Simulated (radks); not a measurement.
Values are calculated unless marked as measured or tabulated.
Charge is removed step by step from the 5d5/2 level of Hg, starting from [Xe] 4f14 5d(3/2: 4, 5/2: 6) 6s2. Level of theory: Dirac Kohn-Sham, PBE, spin-unpolarised, spherical densities, finite nucleus; Fermi nuclear charge, rms radius 5.4648 fm (a radial shooting solver on a logarithmic mesh with Libxc functionals).

| removed (e) | E - E(0) (eV) | eigenvalue (eV) | E minus straight line (eV) |
|---|---|---|---|
| 0 | 0.000 | -9.166 | 0.000 |
| 0.125 | 1.229 | -10.503 | -0.616 |
| 0.25 | 2.627 | -11.870 | -1.062 |
| 0.375 | 4.198 | -13.266 | -1.336 |
| 0.5 | 5.945 | -14.688 | -1.434 |
| 0.625 | 7.871 | -16.136 | -1.352 |
| 0.75 | 9.980 | -17.608 | -1.088 |
| 0.875 | 12.274 | -19.104 | -0.638 |
| 1 | 14.757 | -20.623 | 0.000 |

Removing the whole electron costs 14.757 eV by Delta-SCF, against 9.166 eV from minus the eigenvalue at the starting occupation. Slater's transition state (half an electron removed) gives 14.688 eV. Integrating minus the eigenvalue over the occupation (Janak's theorem) gives 14.757 eV. The mean slope of the eigenvalue, de/dn, is 11.5 eV per electron.
